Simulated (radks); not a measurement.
The ytterbium ion Yb4+, configuration [Xe] 4f12.

All-electron calculation, Dirac Kohn-Sham, relativistic LDA (MacDonald-Vosko exchange, VWN5 correlation), spin-unpolarised, spherical densities, finite nucleus; open shells fill j = l - 1/2 first; Fermi nuclear charge, rms radius 5.3108 fm. Program: a radial shooting solver on a logarithmic mesh with Libxc functionals.

Energy parts (hartree):
part                       energy
total                 -14036.6270
kinetic                15534.1250
electron-nucleus      -34705.6637
Hartree                 5392.7649
exchange-correlation    -257.8533

Orbitals (lengths in bohr, moments of r in powers of bohr; r(max) is where P^2 peaks):
orbital  occ.  eigenvalue (hartree)      <r^2>   <1/r>      <r>   r(max)  small-component weight
1s1/2       2             -2234.094  0.0005345   80.25  0.01975  0.01243                6.84e-02
2s1/2       2             -380.5124   0.008212   19.39  0.08306  0.07106                1.54e-02
2p1/2       2             -363.4455   0.005897   19.37  0.06895  0.05313                1.55e-02
2p3/2       4             -325.4396   0.007106   16.65  0.07641  0.05954                1.41e-02
3s1/2       2             -87.43510    0.05397   7.108   0.2170   0.2004                5.00e-03
3p1/2       2             -79.82420    0.04973   7.029   0.2066   0.1880                4.95e-03
3p3/2       4             -71.75283    0.05647   6.329   0.2206   0.2013                4.56e-03
3d3/2       4             -58.68118    0.04415   6.224   0.1938   0.1582                4.45e-03
3d5/2       6             -56.90820    0.04602   6.054   0.1981   0.1619                4.35e-03
4s1/2       2             -18.84230     0.2696   2.985   0.4884   0.4564                1.63e-03
4p1/2       2             -15.74860     0.2798   2.879   0.4955   0.4573                1.55e-03
4p3/2       4             -13.90206     0.3169   2.634   0.5276   0.4856                1.40e-03
4d3/2       4              -8.77830     0.3522   2.419   0.5507   0.4853                1.22e-03
4d5/2       6              -8.43836     0.3665   2.359   0.5619   0.4945                1.18e-03
5s1/2       2              -3.79764      1.524   1.151    1.165    1.053                3.56e-04
5p1/2       2              -2.90074      1.854   1.033    1.282    1.134                2.93e-04
5p3/2       4              -2.63349      2.121  0.9527    1.371    1.214                2.58e-04
4f5/2       6              -2.14636     0.6073   1.859   0.6909   0.4730                7.78e-04
4f7/2       6              -2.09198     0.6269   1.833   0.7015   0.4781                7.62e-04

The highest occupied level is 4f7/2 at -56.926 eV. The electron density at the nucleus is 1.012e+06 e/bohr^3. Summed over all electrons, <r^2> = 29.56 bohr^2, which gives a Langevin (diamagnetic) susceptibility term of -23.4 x 10^-6 cm^3/mol.
